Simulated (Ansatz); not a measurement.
H$_{4}$O$_{2}$S$_{2}$Ti, SMILES `[OH][Ti]([OH])([SH])[SH]`, one more setting.

```yaml
crystal:
  periodic: [false, false, false]
  atoms:
    - {symbol: O, position_ang: [0.137432, 0.671994, -1.444296]}
    - {symbol: Ti, position_ang: [0.256145, -0.138661, 0.129438]}
    - {symbol: O, position_ang: [1.899238, -0.601214, 0.594178]}
    - {symbol: S, position_ang: [-1.113986, -1.988515, 0.076286]}
    - {symbol: S, position_ang: [-0.421395, 1.294488, 1.791719]}
    - {symbol: H, position_ang: [-0.013381, 1.550530, -1.793252]}
    - {symbol: H, position_ang: [2.795569, -0.567883, 0.258971]}
    - {symbol: H, position_ang: [-1.747177, -1.516849, -1.013546]}
    - {symbol: H, position_ang: [-1.703843, 1.249908, 1.383401]}
basis:
  gaussian: {orbitals: x2c-TZVPPall, point_charges: [{charge: 0.50, position_ang: [6.264, 0.483, -0.779]}]}
magnetization: {spin_polarized: true, initial_magnetization: 2}
hamiltonian: {xc: {name: HF}}
correlation: {active_space: {window: {electrons: 3, orbitals: 2}}}
output: {forces: true}
```

```sh
$ ansatz run in.yaml --threads 4 --pin off --events-out ev --progress --plain --max-ram 10444MiB
```

Output, abridged:

```
Error: invalid value for `correlation.active_space`: it starts from restricted Hartree–Fock orbitals; set hamiltonian.xc: hf without magnetization.spin_polarized
```
